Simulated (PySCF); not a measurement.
## Heteronuclear NMR

Structure with atom numbers: `[OH:1][CH2:2][c:3]1[cH:4][cH:5][cH:6][cH:7][n:8]1`. Each H is labelled by its parent atom.

- σ from GIAO-KT3/pcSseg-2
- PBE0-D3(BJ)/def2-TZVP geometry
- program: PySCF 2.14.0 with density-fitted response routines
- isolated molecule, single conformer, non-relativistic, averaged over atoms made equivalent by symmetry, fast rotation or ring inversion

Problem. Predict the $^{15}$N NMR data.

Solution. 
| atoms | environment | σ (ppm) | δ (ppm) |
| --- | --- | --- | --- |
| N8 | pyridine-type ring nitrogen | -43.1 | -94.8 |

Shieldings were converted by a linear fit to measured shifts: $^{15}$N: δ = -138.06 − 1.003σ (rms 6.2 ppm, 44 shifts vs CH3NO2, solution or neat liquid). A few per cent of atoms miss by over 2 rms, more outside the fitted compound classes.

On a 400 MHz spectrometer $^{15}$N resonates near 40.5 MHz, so 1 ppm is 40.5 Hz.

Problem. Where does $^{17}$O resonate?

Solution. 
| atoms | environment | σ (ppm) | δ (ppm) |
| --- | --- | --- | --- |
| O1 | alcohol oxygen | 312.7 | -40.3 |

Shieldings were converted by a linear fit to measured shifts: $^{17}$O: δ = 284.46 − 1.039σ (rms 13.2 ppm, 98 shifts, 14.3 ppm with the 1 outlier that the fit left out vs liquid water, solution or neat liquid). A few per cent of atoms miss by over 2 rms, more outside the fitted compound classes.

On a 400 MHz spectrometer $^{17}$O resonates near 54.2 MHz, so 1 ppm is 54.2 Hz.
